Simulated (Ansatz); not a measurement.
silacyclobutane cation (C₃H₈Si), SMILES C1C[SiH2]C1 (connectivity only; charge and spin as stated), charge +1, multiplicity 2. Atoms are numbered in the order given.

```xyz
12

C      1.5594    -0.0014     0.0000
C      0.4984     0.0002     1.1028
Si    -1.1849     0.0036     0.0000
C      0.4984     0.0002    -1.1028
H      2.1934     0.8929     0.0000
H      2.1905    -0.8978     0.0000
H      0.4115     0.9380     1.6761
H      0.4079    -0.9376     1.6756
H     -1.9654    -1.2497     0.0000
H     -1.9609     1.2598     0.0000
H      0.4115     0.9380    -1.6761
H      0.4079    -0.9376    -1.6756
```
Charge +1, spin multiplicity 2.

Geometry: B3LYP-D3(BJ)/def2-SVP. The spin state was assumed, not searched.

Two levels are set side by side: PBE-D3(BJ)/def2-SVP (Ansatz, a first-principles code) and B3LYP-D3(BJ)/def2-SVP (Ansatz). Each level has its own optimised geometry; the coordinates shown are those of the second. Differences are taken from unrounded values.

```
quantity              B3LYP-D3(BJ)  PBE-D3(BJ)  PBE-D3(BJ) minus B3LYP-D3(BJ)
--------------------  ------------  ----------  -----------------------------
mean bond length (Å)         1.387       1.393                          0.006
bond C1–C2 (Å)               1.530       1.533                          0.002
bond C1–C4 (Å)               1.530       1.533                          0.002
bond C2–Si3 (Å)              2.012       2.010                         -0.002
bond Si3–C4 (Å)              2.012       2.010                         -0.002
bond C1–H5 (Å)               1.096       1.104                          0.008
bond C1–H6 (Å)               1.096       1.104                          0.008
bond C2–H7 (Å)               1.103       1.111                          0.009
bond C2–H8 (Å)               1.103       1.111                          0.009
bond Si3–H9 (Å)              1.477       1.490                          0.014
bond Si3–H10 (Å)             1.477       1.490                          0.014
bond C4–H11 (Å)              1.103       1.111                          0.009
bond C4–H12 (Å)              1.103       1.111                          0.009
```

Exact exchange shortens and stiffens bonds; PBE has none. Differences between two approximate levels are no errors against the true value.
